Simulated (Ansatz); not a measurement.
| atom | x (Å) | y (Å) | z (Å) |
| --- | --- | --- | --- |
| Cl | 0.0000 | 0.0000 | -0.5234 |
| F | 0.0000 | 0.0000 | 0.9886 |

Basis set: def2-TZVP (spherical functions). Frozen core: 6 orbitals. Charge 0, multiplicity 1.

Computed with Ansatz (development build ahead of 0.2.0); each method stands on the lowest determinant of its kind that the runs found. Restricted open shells among the atoms or ions are ROHF, correlated in semicanonical orbitals with singles.

The atomization energy at this shape (free ground-state atoms in the same class of orbitals less the molecule, no zero-point energy) of singlet ClF:

```json
{"method": "RHF", "atomization energy": "12.25 kcal/mol"}
```

(1) What does RHF-MP2 give?

Results:

(1) 55.70 kcal/mol. Caution: the shape is not the minimum.
